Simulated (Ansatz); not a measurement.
Reaction (substitution at a C–C bond): `FCC(F)(F)C(F)(F)C(F)(F)F` + `OCC(F)(F)F` → `FCC(F)(F)OCC(F)(F)F` + `FC(F)C(F)(F)F`

Calculated with Ansatz (gas phase, PBE0-D4/def2-TZVP geometries, no zero-point term in ΔE). CCSD(T)/CBS is the MP2 limit (def2-TZVPP, def2-QZVPP) plus CCSD(T) − MP2 in def2-TZVPP, frozen cores. DFT in def2-TZVPP. HSE06 is defined as in plane-wave codes. Each species was taken in one conformer, which may not be the lowest.

```json
{"level": "r2SCAN0-D4", "ΔE (kJ/mol)": "-32.0"}
{"level": "ωB97X-V", "ΔE (kJ/mol)": "-30.3"}
{"level": "revPBE", "ΔE (kJ/mol)": "-35.4"}
{"level": "HSE06", "ΔE (kJ/mol)": "-34.2"}
```

Problem. What does CCSD(T)/CBS give? (Estimate.)

Solution. Ansatz gave: -28.8 kJ/mol. The listed levels differ from it by -3.2, -1.5, -6.6, -5.4 kJ/mol.

Largest T1 diagnostic among the species: 0.012.

From BLYP to BHLYP (50 % exact exchange), in def2-TZVPP and without D4, ΔE moves by −3.5 kJ/mol. Leaving LDA and LC-ωPBE aside and taking each functional with its dispersion term where it has one, the values, not all of them listed here, spread over 10.6 kJ/mol, from BHLYP-D4 to revPBE-D4. LDA lies +5.1 kJ/mol from PBE without D4. In def2-TZVPP, CCSD(T) changes the Hartree–Fock value by +21.8 kJ/mol (the triples alone add +2.5 kJ/mol) and MP2 by +21.5 kJ/mol.

CCSD(T)/CBS has its own doubt, a few kJ/mol and more with outer-core shells, so smaller differences from it don't rank the levels.
